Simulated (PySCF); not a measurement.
SiClFI₂, SMILES F[Si](Cl)(I)I. Geometry optimised at B3LYP-D3(BJ)/def2-SVP. The def2 effective core potentials stand for the cores of I; spin–orbit coupling is left out.

All values below come from B3LYP-D3(BJ)/def2-SVP in PySCF.

Harmonic wavenumbers (cm⁻¹): 81, 117, 161, 193, 208, 307, 452, 583, 913. Rotational constants (GHz): 1.180, 0.4472, 0.3687; symmetry number 1.

Question: Work out the zero-point energy and the ideal-gas rigid-rotor harmonic-oscillator thermochemistry at 298.15 K and 1 atm.

Answer: ZPE = ½ Σ hcν = ½ × 3016 cm⁻¹ = 18.04 kJ/mol. H − E(el) = 38.75 kJ/mol. Entropy in J/(mol K): translation 181.31, rotation 132.97, vibration 69.37, total 383.64. G − E(el) = -75.63 kJ/mol. Cp = 91.97 J/(mol K). Modes under 150 cm⁻¹ make the vibrational entropy uncertain.
